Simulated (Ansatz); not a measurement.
Frontier orbitals of `C[N]=[W]([F])([Cl])([O]C)[O]C`.

Cartesian coordinates in Å:
```
C 1.5286 1.2823 1.9047
N 1.0234 0.4860 0.8548
W 0.3754 -0.4617 -0.4207
F -1.4676 0.0887 -0.3246
Cl 2.2229 -1.6201 -1.2116
O -0.3167 -2.0241 0.3376
C -1.4190 -2.4618 1.0733
O 0.3488 0.6048 -1.9559
C -0.3907 1.6346 -2.5393
H 2.0424 0.6617 2.6450
H 0.7063 1.8051 2.4036
H 2.2317 2.0280 1.5221
H -1.1897 -2.4372 2.1431
H -2.2792 -1.8158 0.8722
H -1.6608 -3.4875 0.7839
H 0.0663 2.6015 -2.3078
H -0.4061 1.4981 -3.6235
H -1.4160 1.6175 -2.1569
```

Charge 0, multiplicity 1. Correlated methods include outer-core shells of W, which these sets cover unevenly. W: def2 effective core potential. The geometry is a stationary point of PBE0-D4/def2-TZVP. It is one conformer, not always the lowest. Basis def2-TZVPP, Ansatz 0.2.0.

Orbital energies of one run (eV). Highest occupied ones, from the top: -6.58, -6.88, -7.16, -7.32, -7.73, -8.13, -8.33, -8.68, -8.99, -9.47, -10.07, -11.15, -11.47, -11.47. Empty: -2.97, -1.68, -0.81, -0.71, 0.47, 0.59.

Task: Which functional gave them?
A. r2SCAN
B. ωB97M-V
C. BHLYP
D. r2SCANh

Result: A. HOMO energies: r2SCAN -6.58, ωB97M-V -9.95, BHLYP -9.03, r2SCANh -7.11 eV.
